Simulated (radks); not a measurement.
Charge is removed step by step from the 3s level of P, starting from [Ne] 3s2 3p3. Method: scalar-relativistic Kohn-Sham, PBE, spin-unpolarised, spherical densities, finite nucleus; Fermi nuclear charge, rms radius 3.1889 fm; computed with a radial shooting solver on a logarithmic mesh with Libxc functionals.

removed (e)  E - E(0) (eV)  eigenvalue (eV)  E minus straight line (eV)
0                    0.000          -13.969                       0.000
0.125                1.819          -15.134                      -0.538
0.25                 3.785          -16.327                      -0.928
0.375                5.901          -17.546                      -1.167
0.5                  8.172          -18.790                      -1.253
0.625               10.600          -20.055                      -1.182
0.75                13.187          -21.343                      -0.951
0.875               15.936          -22.651                      -0.558
1                   18.850          -23.978                       0.000

Removing the whole electron costs 18.850 eV by Delta-SCF, against 13.969 eV from minus the eigenvalue at the starting occupation. Slater's transition state (half an electron removed) gives 18.790 eV. Integrating minus the eigenvalue over the occupation (Janak's theorem) gives 18.851 eV. In this scalar-relativistic scheme the density is built from large components alone, so the theorem holds only approximately. The mean slope of the eigenvalue, de/dn, is 10.0 eV per electron.
